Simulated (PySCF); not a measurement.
PbHCl, SMILES [Cl][PbH] (connectivity only; charge and spin as stated), neutral, multiplicity 1. Atoms are numbered in the order given.

```xyz
3

Pb     0.0237     0.4224     0.0000
H     -1.8334     0.5665     0.0000
Cl    -0.0062    -2.0707     0.0000
```
Charge 0, spin multiplicity 1.

Coordinates come from a B3LYP-D3(BJ)/def2-TZVP optimisation. The def2 effective core potentials stand for the cores of Pb; spin–orbit coupling is left out.

Computed with PySCF with B3LYP/def2-TZVPD.

Isolated molecule, no solvent.

Computed frontier levels, gap, dipole moment and polarisability:
```json
{
 "highest_occupied_level": "-7.00 eV",
 "lowest_empty_level": "-3.36 eV",
 "orbital_gap": "3.64 eV",
 "dipole_moment": "0.818 e·Å",
 "quadrupole, principal values (traceless, Buckingham form, about the centre of nuclear charge)": "-5.36, -2.78, 8.14 D·Å",
 "mean_static_polarisability": "62.4 bohr³ (9.24 Å³)",
 "polarisability_principal_values": "44.3, 64.1, 78.7 bohr³"
}
```
